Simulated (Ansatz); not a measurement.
Relaxation of ClGeH6OP (10 atoms, charge 0, multiplicity 1), to a largest force component of 0.03 eV/Å in at most 50 steps.

Computed with RKS B3LYP-D4/def2-SVP in Ansatz 0.2.0.

```xyz
10
Properties=species:S:1:pos:R:3
Ge 0.241 -0.214 -0.143
H 0.302 -0.404 1.390
O 1.797 0.226 -0.873
H 2.484 -0.445 -0.742
H -0.762 0.855 -0.576
Cl -0.382 -2.138 -0.960
P -2.836 -0.030 1.472
H -2.805 -0.968 0.395
H -3.402 -0.975 2.380
H -1.505 -0.339 1.872
```

**Question.** Where does it end, and by what steps?

**Answer.** It converged. The force dipped under the threshold on the way, but the program's further checks kept it going. After 11 steps the energy has fallen by 0.175 eV; H10 moved furthest, 0.74 Å.

```csv
step,energy less start (eV),largest force component (eV/Å),accepted
0,0.0000,0.406,yes
1,-0.1251,0.124,yes
2,-0.1581,0.114,yes
3,-0.1228,0.867,no
4,-0.1634,0.137,yes
5,-0.1673,0.077,yes
6,-0.1696,0.250,yes
7,-0.1726,0.054,yes
8,-0.1736,0.019,yes
9,-0.1739,0.113,yes
10,-0.1746,0.043,yes
11,-0.1750,0.008,yes
```

```xyz
10
Properties=species:S:1:pos:R:3
Ge 0.490 -0.246 -0.133
H 0.883 -0.536 1.326
O 1.894 0.229 -1.108
H 2.604 -0.428 -1.113
H -0.533 0.874 -0.334
Cl -0.338 -2.105 -0.927
P -3.305 -0.106 1.461
H -2.751 -1.044 0.536
H -3.750 -1.130 2.355
H -2.063 0.059 2.154
```

Whether the end is a true minimum wasn't checked by a vibrational analysis.

Time of the run: 22 s on 4 threads of Arm Neoverse V1 (shared host), peak memory 0.28 GiB.
